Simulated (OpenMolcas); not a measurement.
Computed levels of 4d⁸ in ions with 44 electrons, in cm-1 above ³F₄.

- Program: OpenMolcas 26.06
- Method: CASSCF
- Basis: ANO-RCC-VQZP
- Scalar Hamiltonian: DKH2, point nucleus
- Spin-orbit coupling: state interaction with AMFI integrals over the reference wave functions, term energies averaged over their components

Active space for each ion: 8 electrons in 5 orbitals (4d).

```csv
Level,Rh+,Ag3+
³F₃,2392,4029
³F₂,3759,6034
³P₁,15102,19732
³P₀,15397,20064
¹G₄,18701,24202
¹S₀,43970,56177
```

Q: Estimate ³F₂, ³P₁, ³P₀ for Pd2+ from its neighbours Rh+ and Ag3+.

A: ³F₂ is fine structure, which grows about as the fourth power of a screened charge, so the fourth roots are averaged: ((3759^0.25 + 6034^0.25) / 2)^4 = 4796. The calculation gives 4824, so the estimate is off by -0.6 %; the measured value is 4687 (Moore, Atomic Energy Levels, vol. III, NSRDS-NBS 35 (1971 reprint of NBS Circular 467, 1958)).
³P₁ is another term, which grows about linearly with the charge: (15102 + 19732) / 2 = 17417. The calculation gives 17415, so the estimate is off by 0 %; the measured value is 13470 (Moore, Atomic Energy Levels, vol. III, NSRDS-NBS 35 (1971 reprint of NBS Circular 467, 1958)).
³P₀ is another term, which grows about linearly with the charge: (15397 + 20064) / 2 = 17730. The calculation gives 17742, so the estimate is off by -0.1 %; the measured value is 13699 (Moore, Atomic Energy Levels, vol. III, NSRDS-NBS 35 (1971 reprint of NBS Circular 467, 1958)).

Without dynamic correlation excited terms often stand tens of per cent too high (terms of higher spin than the ground term too low), and those without a measured partner can miss by more than the paired ones. Configurations with an s electron lie low at this charge and mix in, so terms can be misplaced (holds for Rh+). Levels of configurations with an s electron are missing; early in the row they begin among the upper levels of the d shell and mix with terms of their name (holds for Pd2+). Measured partners are found by configuration, term and J. A level has none where our copy of the source lacks it or the pairing is in doubt (some pairs that miss far off the trend of their configuration count as doubtful), and it then counts in no deviation. Only configurations of the active space appear.
